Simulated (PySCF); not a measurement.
## Core-level binding energies of Ti(NH2)2Cl2

Compound: Ti(NH2)2Cl2 (singlet state).
Bonds: Ti1–N2, Ti1–N5, Ti1–Cl8, Ti1–Cl9. Hydrogens: H3, H4 on N2; H6, H7 on N5.

Computed with PySCF 2.14.0, delta-SCF UKS SCAN, pcX-2 on the ionised atom (unc-x2c-TZVPall on a metal), pcseg-1 elsewhere, spin-free X2C. Binding energies are ΔSCF values: E(core-ionised, relaxed orbitals) − E(ground state) at a fixed geometry, referred to the vacuum level.

Task: What binding energy does each computed site have?

Result: 
| atom(s) | environment | level | binding energy (eV) | 2p1/2 (eV) | count |
| --- | --- | --- | --- | --- | --- |
| N2/N5 | nitrogen bonded to Ti and 2 H | N 1s | 404.40 | – | 2 |
| Cl8/Cl9 | chlorine bonded to Ti | Cl 2p3/2 | 205.07 | 206.72 | 2 |
| Cl8/Cl9 | chlorine bonded to Ti | Cl 1s | 2827.67 | – | 2 |

Task: Which effective nuclear charge Zeff reproduces each element's mean 1s value in the hydrogen-like formula E = 13.606 eV × Zeff²?

Result: N (Z = 7): mean 404.4 eV, Zeff = 5.45, Z − Zeff = 1.55; Cl (Z = 17): mean 2827.7 eV, Zeff = 14.42, Z − Zeff = 2.58. Means run over the listed sites, weighted by atom count.

Task: Which photon wavelength matches the Cl 2p3/2 of Cl8/Cl9 threshold?

Result: λ = hc/E = 12398.42 eV Å / 205.07 eV = 60.459 Å.

One atom of each set of topologically equivalent atoms was ionised and stands for the set; in this conformer not all members are related by symmetry, and their own values weren't computed. Not every level is listed. The 2p values add to the ΔSCF energy of one spin-free hole a correction within the shell (spin–orbit coupling, ligand field). 2p1/2 minus 2p3/2 (ligand field included): Cl 1.65 eV. No level of titanium is listed. Geometry: PBE0-D3(BJ)/def2-SVP; no solvent, vibrations or thermal averaging. Metal 2p energies of this one-determinant scheme are less reliable than its 1s energies.

Hardware: one thread, Arm Neoverse V2 (aarch64), no GPU, shared host. Cost: 34 s, 0.54 GiB resident at most.
